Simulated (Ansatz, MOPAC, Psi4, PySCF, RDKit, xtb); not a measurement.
Dimer: HCl (SMILES Cl) (first 2 atoms) with ClH3Si (SMILES [SiH3]Cl); geometry from B3LYP-D3(BJ)/def2-TZVP, rigid monomers moved along the line of their centres of mass till H2···Cl4 is 2.22 Å.
(charge 0, multiplicity 1):
| atom | x (Å) | y (Å) | z (Å) |
|---|---|---|---|
| Cl | -0.3135 | -0.4178 | 0.9692 |
| H | 0.5898 | -0.1007 | 1.8322 |
| Si | -0.5841 | 0.3029 | 4.5595 |
| Cl | 1.3667 | 0.4393 | 3.8445 |
| H | -1.0564 | -1.0729 | 4.3268 |
| H | -1.4042 | 1.2829 | 3.8268 |
| H | -0.5434 | 0.6147 | 6.0003 |

```json
[
 {"level": "UFF", "interaction energy (kcal/mol)": "12.57", "minus MP2/CBS(aug-cc-pV(D+d)Z, aug-cc-pV(T+d)Z) + ΔCCSD(T)/aug-cc-pV(D+d)Z": "14.32", "cost": "-"},
 {"level": "GFN-FF", "interaction energy (kcal/mol)": "-4.16", "minus MP2/CBS(aug-cc-pV(D+d)Z, aug-cc-pV(T+d)Z) + ΔCCSD(T)/aug-cc-pV(D+d)Z": "-2.42", "cost": "-"},
 {"level": "AM1", "interaction energy (kcal/mol)": "0.03", "minus MP2/CBS(aug-cc-pV(D+d)Z, aug-cc-pV(T+d)Z) + ΔCCSD(T)/aug-cc-pV(D+d)Z": "1.78", "cost": "-"},
 {"level": "PM3", "interaction energy (kcal/mol)": "-2.13", "minus MP2/CBS(aug-cc-pV(D+d)Z, aug-cc-pV(T+d)Z) + ΔCCSD(T)/aug-cc-pV(D+d)Z": "-0.38", "cost": "-"},
 {"level": "PM6", "interaction energy (kcal/mol)": "1.15", "minus MP2/CBS(aug-cc-pV(D+d)Z, aug-cc-pV(T+d)Z) + ΔCCSD(T)/aug-cc-pV(D+d)Z": "2.90", "cost": "-"},
 {"level": "PM7", "interaction energy (kcal/mol)": "-0.52", "minus MP2/CBS(aug-cc-pV(D+d)Z, aug-cc-pV(T+d)Z) + ΔCCSD(T)/aug-cc-pV(D+d)Z": "1.23", "cost": "-"},
 {"level": "GFN2-xTB", "interaction energy (kcal/mol)": "-2.66", "minus MP2/CBS(aug-cc-pV(D+d)Z, aug-cc-pV(T+d)Z) + ΔCCSD(T)/aug-cc-pV(D+d)Z": "-0.92", "cost": "-"},
 {"level": "HF/STO-3G (no counterpoise)", "interaction energy (kcal/mol)": "-1.66", "minus MP2/CBS(aug-cc-pV(D+d)Z, aug-cc-pV(T+d)Z) + ΔCCSD(T)/aug-cc-pV(D+d)Z": "0.09", "cost": "-"},
 {"level": "HF/3-21G (no counterpoise)", "interaction energy (kcal/mol)": "-0.42", "minus MP2/CBS(aug-cc-pV(D+d)Z, aug-cc-pV(T+d)Z) + ΔCCSD(T)/aug-cc-pV(D+d)Z": "1.32", "cost": "-"},
 {"level": "HF/6-31G*", "interaction energy (kcal/mol)": "2.93", "minus MP2/CBS(aug-cc-pV(D+d)Z, aug-cc-pV(T+d)Z) + ΔCCSD(T)/aug-cc-pV(D+d)Z": "4.68", "cost": "-"},
 {"level": "HF/aug-cc-pV(D+d)Z", "interaction energy (kcal/mol)": "2.45", "minus MP2/CBS(aug-cc-pV(D+d)Z, aug-cc-pV(T+d)Z) + ΔCCSD(T)/aug-cc-pV(D+d)Z": "4.19", "cost": "-"},
 {"level": "HF/aug-cc-pV(T+d)Z", "interaction energy (kcal/mol)": "2.48", "minus MP2/CBS(aug-cc-pV(D+d)Z, aug-cc-pV(T+d)Z) + ΔCCSD(T)/aug-cc-pV(D+d)Z": "4.23", "cost": "-"},
 {"level": "PBE/def2-TZVPPD", "interaction energy (kcal/mol)": "-1.34", "minus MP2/CBS(aug-cc-pV(D+d)Z, aug-cc-pV(T+d)Z) + ΔCCSD(T)/aug-cc-pV(D+d)Z": "0.40", "cost": "×1"},
 {"level": "PBE-D3(BJ)/def2-TZVPPD", "interaction energy (kcal/mol)": "-2.82", "minus MP2/CBS(aug-cc-pV(D+d)Z, aug-cc-pV(T+d)Z) + ΔCCSD(T)/aug-cc-pV(D+d)Z": "-1.07", "cost": "×1"},
 {"level": "PBE-D4/def2-TZVPPD", "interaction energy (kcal/mol)": "-2.76", "minus MP2/CBS(aug-cc-pV(D+d)Z, aug-cc-pV(T+d)Z) + ΔCCSD(T)/aug-cc-pV(D+d)Z": "-1.01", "cost": "×1"},
 {"level": "BP86/6-31G* (no counterpoise)", "interaction energy (kcal/mol)": "-0.44", "minus MP2/CBS(aug-cc-pV(D+d)Z, aug-cc-pV(T+d)Z) + ΔCCSD(T)/aug-cc-pV(D+d)Z": "1.31", "cost": "-"},
 {"level": "r2SCAN/def2-TZVPPD", "interaction energy (kcal/mol)": "-1.90", "minus MP2/CBS(aug-cc-pV(D+d)Z, aug-cc-pV(T+d)Z) + ΔCCSD(T)/aug-cc-pV(D+d)Z": "-0.16", "cost": "×1"},
 {"level": "r2SCAN-D3(BJ)/def2-TZVPPD", "interaction energy (kcal/mol)": "-2.39", "minus MP2/CBS(aug-cc-pV(D+d)Z, aug-cc-pV(T+d)Z) + ΔCCSD(T)/aug-cc-pV(D+d)Z": "-0.64", "cost": "×1"},
 {"level": "r2SCAN-D4/def2-TZVPPD", "interaction energy (kcal/mol)": "-2.29", "minus MP2/CBS(aug-cc-pV(D+d)Z, aug-cc-pV(T+d)Z) + ΔCCSD(T)/aug-cc-pV(D+d)Z": "-0.54", "cost": "×1"},
 {"level": "B3LYP/3-21G (no counterpoise)", "interaction energy (kcal/mol)": "-3.13", "minus MP2/CBS(aug-cc-pV(D+d)Z, aug-cc-pV(T+d)Z) + ΔCCSD(T)/aug-cc-pV(D+d)Z": "-1.39", "cost": "-"},
 {"level": "B3LYP/6-31G*", "interaction energy (kcal/mol)": "0.50", "minus MP2/CBS(aug-cc-pV(D+d)Z, aug-cc-pV(T+d)Z) + ΔCCSD(T)/aug-cc-pV(D+d)Z": "2.24", "cost": "-"},
 {"level": "B3LYP/6-311+G** (no counterpoise)", "interaction energy (kcal/mol)": "-0.06", "minus MP2/CBS(aug-cc-pV(D+d)Z, aug-cc-pV(T+d)Z) + ΔCCSD(T)/aug-cc-pV(D+d)Z": "1.69", "cost": "-"},
 {"level": "B3LYP/LANL2DZ (no counterpoise)", "interaction energy (kcal/mol)": "-0.98", "minus MP2/CBS(aug-cc-pV(D+d)Z, aug-cc-pV(T+d)Z) + ΔCCSD(T)/aug-cc-pV(D+d)Z": "0.77", "cost": "-"},
 {"level": "B3LYP/def2-TZVPPD", "interaction energy (kcal/mol)": "0.21", "minus MP2/CBS(aug-cc-pV(D+d)Z, aug-cc-pV(T+d)Z) + ΔCCSD(T)/aug-cc-pV(D+d)Z": "1.96", "cost": "×1"},
 {"level": "B3LYP-D3(BJ)/def2-TZVPPD", "interaction energy (kcal/mol)": "-2.45", "minus MP2/CBS(aug-cc-pV(D+d)Z, aug-cc-pV(T+d)Z) + ΔCCSD(T)/aug-cc-pV(D+d)Z": "-0.71", "cost": "×1"},
 {"level": "B3LYP-D4/def2-TZVPPD", "interaction energy (kcal/mol)": "-2.06", "minus MP2/CBS(aug-cc-pV(D+d)Z, aug-cc-pV(T+d)Z) + ΔCCSD(T)/aug-cc-pV(D+d)Z": "-0.32", "cost": "×1"},
 {"level": "PBE0/def2-TZVPPD", "interaction energy (kcal/mol)": "-1.14", "minus MP2/CBS(aug-cc-pV(D+d)Z, aug-cc-pV(T+d)Z) + ΔCCSD(T)/aug-cc-pV(D+d)Z": "0.60", "cost": "×1"},
 {"level": "PBE0-D3(BJ)/def2-TZVPPD", "interaction energy (kcal/mol)": "-2.56", "minus MP2/CBS(aug-cc-pV(D+d)Z, aug-cc-pV(T+d)Z) + ΔCCSD(T)/aug-cc-pV(D+d)Z": "-0.81", "cost": "×1"},
 {"level": "PBE0-D4/def2-TZVPPD", "interaction energy (kcal/mol)": "-2.41", "minus MP2/CBS(aug-cc-pV(D+d)Z, aug-cc-pV(T+d)Z) + ΔCCSD(T)/aug-cc-pV(D+d)Z": "-0.67", "cost": "×1"},
 {"level": "wB97X-V/def2-TZVPPD", "interaction energy (kcal/mol)": "-1.70", "minus MP2/CBS(aug-cc-pV(D+d)Z, aug-cc-pV(T+d)Z) + ΔCCSD(T)/aug-cc-pV(D+d)Z": "0.04", "cost": "×3"},
 {"level": "wB97M-V/def2-TZVPPD", "interaction energy (kcal/mol)": "-1.75", "minus MP2/CBS(aug-cc-pV(D+d)Z, aug-cc-pV(T+d)Z) + ΔCCSD(T)/aug-cc-pV(D+d)Z": "-0.01", "cost": "×4"},
 {"level": "MP2/6-31G*", "interaction energy (kcal/mol)": "1.50", "minus MP2/CBS(aug-cc-pV(D+d)Z, aug-cc-pV(T+d)Z) + ΔCCSD(T)/aug-cc-pV(D+d)Z": "3.24", "cost": "-"},
 {"level": "MP2/6-31G* (no counterpoise)", "interaction energy (kcal/mol)": "-0.47", "minus MP2/CBS(aug-cc-pV(D+d)Z, aug-cc-pV(T+d)Z) + ΔCCSD(T)/aug-cc-pV(D+d)Z": "1.27", "cost": "-"},
 {"level": "MP2/aug-cc-pV(T+d)Z", "interaction energy (kcal/mol)": "-2.04", "minus MP2/CBS(aug-cc-pV(D+d)Z, aug-cc-pV(T+d)Z) + ΔCCSD(T)/aug-cc-pV(D+d)Z": "-0.30", "cost": "×3"},
 {"level": "MP2/CBS(aug-cc-pV(D+d)Z, aug-cc-pV(T+d)Z)", "interaction energy (kcal/mol)": "-2.47", "minus MP2/CBS(aug-cc-pV(D+d)Z, aug-cc-pV(T+d)Z) + ΔCCSD(T)/aug-cc-pV(D+d)Z": "-0.73", "cost": "-"},
 {"level": "SCS-MP2/aug-cc-pV(T+d)Z", "interaction energy (kcal/mol)": "-0.84", "minus MP2/CBS(aug-cc-pV(D+d)Z, aug-cc-pV(T+d)Z) + ΔCCSD(T)/aug-cc-pV(D+d)Z": "0.91", "cost": "-"},
 {"level": "CCSD/aug-cc-pV(D+d)Z", "interaction energy (kcal/mol)": "0.11", "minus MP2/CBS(aug-cc-pV(D+d)Z, aug-cc-pV(T+d)Z) + ΔCCSD(T)/aug-cc-pV(D+d)Z": "1.86", "cost": "-"},
 {"level": "CCSD(T)/aug-cc-pV(D+d)Z", "interaction energy (kcal/mol)": "-0.33", "minus MP2/CBS(aug-cc-pV(D+d)Z, aug-cc-pV(T+d)Z) + ΔCCSD(T)/aug-cc-pV(D+d)Z": "1.42", "cost": "×5"},
 {"level": "MP2/CBS(aug-cc-pV(D+d)Z, aug-cc-pV(T+d)Z) + ΔCCSD(T)/aug-cc-pV(D+d)Z", "interaction energy (kcal/mol)": "-1.74", "minus MP2/CBS(aug-cc-pV(D+d)Z, aug-cc-pV(T+d)Z) + ΔCCSD(T)/aug-cc-pV(D+d)Z": "0.00", "cost": "×8"},
 {"level": "SAPT0/jun-cc-pV(D+d)Z", "interaction energy (kcal/mol)": "-0.24", "minus MP2/CBS(aug-cc-pV(D+d)Z, aug-cc-pV(T+d)Z) + ΔCCSD(T)/aug-cc-pV(D+d)Z": "1.51", "cost": "-"}
]
```

 The comparison column counts from a level with limits of its own.

The rows run from -4.16 (GFN-FF) to 12.57 kcal/mol (UFF). In aug-cc-pV(D+d)Z the value moves HF 2.45, CCSD 0.11, CCSD(T) -0.33, a shift of -2.78 from HF to CCSD(T). The dispersion term adds -1.48 in PBE-D3(BJ), -1.42 in PBE-D4, -0.48 in r2SCAN-D3(BJ). The 6 functionals in def2-TZVPPD without D3 or D4 span 2.12, from r2SCAN to B3LYP.

Counterpoise-corrected where a basis set is named; no monomer relaxation. Rows marked so take none. RDKit's UFF carries no charges.

Correlated levels freeze the cores. CBS: X⁻³ extrapolation of the correlation energy, Hartree–Fock from the larger set. Rows in 3-21G, 6-311+G**, 6-31G*, LANL2DZ, STO-3G carry no dispersion term and start afresh at each structure (6-31G* with six Cartesian d functions). MP2/6-31G* freezes PySCF's default core. LANL2DZ brings its own core potentials from Na on. The state reached by AM1, PM3, PM6, PM7 isn't checked; PM7 holds dispersion and hydrogen-bond terms.

Codes used: Ansatz (Gaussian basis) for Hartree–Fock, density functionals and correlated methods; MOPAC for AM1, PM3, PM6, PM7 (differences of heats of formation); Psi4 for SAPT; PySCF for 3-21G rows, 6-311+G** rows, 6-31G* rows, LANL2DZ rows, STO-3G rows, the dispersion terms; RDKit for the force fields; xtb for the GFN methods. Each number belongs to the level named beside it.

Costs are rough ratios of core time to PBE/def2-TZVPPD (about 8 s over the structures, on one shared machine); a dash marks a level with no comparable run of its own.

Ansatz is a quantum-chemistry and plane-wave program.
